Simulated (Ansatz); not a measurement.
H$_{8}$OSi$_{3}$ (`O[SiH2][SiH2][SiH3]`), relaxed with RKS PBE-D4/def2-SVP in the Gaussian-basis code of Ansatz from a rough embedded geometry. The force threshold is 0.03 eV/Å; the program also tests the step.

The species carries charge 0 and has multiplicity 1.

Start:

```xyz
12

O     0.058    2.491    1.521
Si    0.561    1.007    1.073
Si   -0.861    0.183   -0.509
Si   -0.043   -1.999   -0.996
H     0.512    3.267    1.065
H     0.619    0.117    2.278
H     1.916    1.097    0.504
H    -2.271    0.016    0.017
H    -0.922    1.020   -1.685
H    -0.880   -2.599   -2.013
H     1.341   -1.799   -1.492
H    -0.031   -2.800    0.238
```

```
         step  energy (eV)  largest force (eV/Å)  largest move (Å)
            1  -25786.8292                 3.057             0.000
            2  -25787.0629                 0.946             0.193
            3  -25787.1081                 0.255             0.096
            4  -25787.1167                 0.377             0.104
            5  -25787.1168                 0.426             0.011
 6 (rejected)  -25787.1137                 0.981             0.197
            7  -25787.1233                 0.328             0.062
            8  -25787.1304                 0.038             0.100
 9 (rejected)  -25787.1203                 0.887             0.115
           10  -25787.1322                 0.030             0.058
           11  -25787.1323                 0.151             0.072
12 (rejected)  -25787.1309                 0.236             0.045
           13  -25787.1334                 0.016             0.013
```

End:

```xyz
12

O     0.194    2.625    1.639
Si    0.649    1.073    1.156
Si   -0.799    0.146   -0.461
Si   -0.074   -2.012   -1.061
H     0.099    3.268    0.914
H     0.612    0.239    2.404
H     2.053    1.031    0.596
H    -2.210    0.081    0.068
H    -0.812    1.017   -1.694
H    -0.984   -2.630   -2.089
H     1.318   -1.940   -1.630
H    -0.046   -2.899    0.156
```

Hardware: 4 threads of an Arm Neoverse V1 on a shared host. Wall time 14 s, peak host memory 0.15 GiB.
